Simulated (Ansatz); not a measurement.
One change: `C#CC(C)C` becomes `BCC(C)C`.

Ansatz, PBE0-D4/def2-TZVP geometries, multiplicity 1. Each molecule was computed in one conformer, which needn't be the lowest.

```csv
property,`C#CC(C)C`
zero-point energy (PBE0-D4/def2-TZVP) / kJ/mol,296.7
HOMO energy (PBE/def2-TZVPP) / eV,-6.44
LUMO energy (B3LYP/def2-TZVPP) / eV,0.62
"ideal-gas entropy at 298 K and 1 bar (rigid rotor, harmonic PBE0-D4/def2-TZVP) / J/(mol·K)",317
LUMO energy (ωB97M-V/def2-TZVPP) / eV,2.48
LUMO energy (PBE/def2-TZVPP) / eV,0.03
```

(1) Give the same properties after the change, and the shifts. (An estimate is asked.)

Results:

(1) Ansatz gave: 
```tsv
property	`BCC(C)C`	shift
zero-point energy (PBE0-D4/def2-TZVP) / kJ/mol	370.7	74.0
HOMO energy (PBE/def2-TZVPP) / eV	-7.31	-0.87
LUMO energy (B3LYP/def2-TZVPP) / eV	-1.45	-2.07
ideal-gas entropy at 298 K and 1 bar (rigid rotor, harmonic PBE0-D4/def2-TZVP) / J/(mol·K)	337	20
LUMO energy (ωB97M-V/def2-TZVPP) / eV	0.70	-1.78
LUMO energy (PBE/def2-TZVPP) / eV	-2.25	-2.28
```

With PBE0 the HOMO falls by 1.01 eV and the LUMO falls by 2.14 eV, so the gap narrows by about 1.13 eV. PBE moves the HOMO by -0.87 eV and ωB97M-V by -1.02 eV. The zero-point energy changes by 74.0 kJ/mol with +9 modes.

B3LYP here is the variant with VWN-RPA as its local correlation; programs differ in this.
